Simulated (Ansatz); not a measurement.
In2I4N2H4⁻, that is (I2In-mu-NH2)2 with one electron more. Total charge -1; doublet. Geometry r2SCAN-D4/def2-SVP, that of the neutral singlet; atoms count from 1.

```xyz
12

In   -0.944   -1.300   -0.369
I    -0.956   -3.351    1.355
I    -2.351   -1.206   -2.648
N     1.129   -0.614   -0.724
In    0.944    1.299    0.370
I     0.961    3.354   -1.350
I     2.349    1.199    2.650
N    -1.130    0.615    0.722
H     1.840   -1.241   -0.336
H     1.358   -0.498   -1.716
H    -1.361    0.501    1.714
H    -1.840    1.242    0.332
```

In the def2 sets I, In take a core potential; there is no spin–orbit coupling. The highest occupied level of the charge -1 doublet lies above zero (up to 0.21 eV). By energy differences its removal costs 1.10 eV (vertical, to the charge 0 singlet, at PBE0-D4/def2-SVP); self-interaction error and the lack of diffuse functions both raise the level.

(1) Estimate the Mulliken populations from the PBE0/def2-SVP orbitals of Ansatz.

(2) Where does the spin sit?

(3) And the Mayer bond orders between bonded heavy atoms (over 0.3)?

Answers

(1) 
| atom | charge (e) | spin (α − β) |
| --- | --- | --- |
| In1 | 0.43 | 0.30 |
| I2 | -0.38 | 0.09 |
| I3 | -0.38 | 0.09 |
| N4 | -0.46 | 0.00 |
| In5 | 0.43 | 0.30 |
| I6 | -0.38 | 0.09 |
| I7 | -0.38 | 0.09 |
| N8 | -0.46 | 0.00 |
| H9 | 0.15 | 0.01 |
| H10 | 0.15 | 0.01 |
| H11 | 0.15 | 0.01 |
| H12 | 0.15 | 0.01 |
Mulliken values and Mayer orders depend strongly on the basis.

(2) Summed by element: In 0.60, I 0.35, N -0.01, H 0.06, of 1 unpaired in all. Largest on single atoms: In1 0.30, In5 0.30, I6 0.09.

(3) In1–I2 0.82 (2.68 Å); In1–I3 0.81 (2.68 Å); In1–N4 0.57 (2.21 Å); In1–N8 0.57 (2.21 Å); N4–In5 0.57 (2.21 Å); In5–I6 0.81 (2.68 Å); In5–I7 0.82 (2.68 Å); In5–N8 0.57 (2.21 Å).
